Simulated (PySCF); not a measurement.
Species: C7H8FO2P.
SMILES with atom numbers: `[CH3:1][P@:2](=[O:3])([OH:4])[c:5]1[cH:6][cH:7][cH:8][c:9]([F:10])[cH:11]1`

NICS = −σ at a ghost point: NICS(0) at the centroid of the ring atoms, NICS(1) 1 Å to either side along the normal of their mean plane, zz for the tensor component along that normal. Level: GIAO PBE0/pcSseg-1 (PySCF, non-relativistic, gas phase) on the GFN2-xTB geometry, one conformer.

Ring bond lengths (Å), with Mayer bond orders in brackets: C5–C6 1.386 (1.45), C6–C7 1.385 (1.42), C7–C8 1.385 (1.42), C8–C9 1.385 (1.42), C9–C11 1.381 (1.44), C11–C5 1.386 (1.35).

Question: What do the NICS probes read (ppm)?

Answer: 
```csv
ring,type,NICS(0),"NICS(1), two faces","NICS(1)zz, two faces",rms pucker (Å),"centre to ring atoms, mean (Å)"
C5–C6–C7–C8–C9–C11,6-membered carbocycle; formal bonds all aromatic,-10.4,-11.7 / -11.7,-28.1 / -27.9,0.00,1.38
```

Question: What do they say, and how far can they be read as aromaticity?

Answer: 
- C5–C6–C7–C8–C9–C11: mean NICS(1)zz -28.0 ppm, shielded, aromatic by this magnetic criterion (flat ring, no four-coordinate atom).

Question: What does the geometric index give? Use HOMA with the parameters of Krygowski (1993).

Answer: 
- C5–C6–C7–C8–C9–C11: HOMA 1.00 = 1 − EN − GEO, with mean bond length 1.385 Å, EN = α(Ropt − mean)² = 0.003 and GEO = α × variance = 0.001. The geometric and the magnetic index point the same way.

Question: What is the mean of the two in-plane components of NICS at the first NICS(1) probe listed for ring C5–C6–C7–C8–C9–C11, 1 Å off the ring?

Answer: The isotropic value is a third of the trace: (3 × -11.7 − (-28.1))/2 = -3.5 ppm.

Question: Give the inner angles of the rings and the Hirshfeld charges of the ring atoms.

Answer: 
- C5–C6–C7–C8–C9–C11: C5 120.7° (-0.059 e), C6 120.1° (-0.046 e), C7 120.1° (-0.036 e), C8 118.8° (-0.056 e), C9 122.1° (+0.092 e), C11 118.2° (-0.064 e); sum 720.0° against 720° for a flat convex ring.

Question: How shielded are the nuclei of the rings and their hydrogens (means over atoms taken as equivalent)?

Answer: 
```json
{"atoms": "C5", "environment": "substituted aromatic carbon", "σ isotropic (ppm)": "43.3", "principal values of the symmetric part, first atom (ppm)": "-40.4, 8.3, 161.9"}
{"atoms": "C6", "environment": "aromatic CH carbon", "σ isotropic (ppm)": "55.3", "principal values of the symmetric part, first atom (ppm)": "-51.6, 32.6, 184.8"}
{"atoms": "C7", "environment": "aromatic CH carbon", "σ isotropic (ppm)": "51.2", "principal values of the symmetric part, first atom (ppm)": "-55.1, 32.5, 176.2"}
{"atoms": "C8", "environment": "aromatic CH carbon", "σ isotropic (ppm)": "62.0", "principal values of the symmetric part, first atom (ppm)": "-25.2, 42.9, 168.4"}
{"atoms": "C9", "environment": "aromatic C–F carbon", "σ isotropic (ppm)": "14.6", "principal values of the symmetric part, first atom (ppm)": "-71.4, 30.6, 84.5"}
{"atoms": "C11", "environment": "aromatic CH carbon", "σ isotropic (ppm)": "64.6", "principal values of the symmetric part, first atom (ppm)": "-19.2, 43.1, 170.0"}
{"atoms": "H on C6", "environment": "aromatic hydrogen", "σ isotropic (ppm)": "23.76", "principal values of the symmetric part, first atom (ppm)": "19.3, 22.9, 29.1"}
{"atoms": "H on C7", "environment": "aromatic hydrogen", "σ isotropic (ppm)": "23.96", "principal values of the symmetric part, first atom (ppm)": "20.3, 24.9, 26.7"}
{"atoms": "H on C8", "environment": "aromatic hydrogen", "σ isotropic (ppm)": "24.24", "principal values of the symmetric part, first atom (ppm)": "20.6, 24.9, 27.2"}
{"atoms": "H on C11", "environment": "aromatic hydrogen", "σ isotropic (ppm)": "24.17", "principal values of the symmetric part, first atom (ppm)": "19.9, 22.7, 29.9"}
```

The values belong to the conformer `[CH3:1][P@:2](=[O:3])([OH:4])[c:5]1[cH:6][cH:7][cH:8][c:9]([F:10])[cH:11]1`: C1–P2–C5–C6 -114°, H–O4–P2–C1 138°.
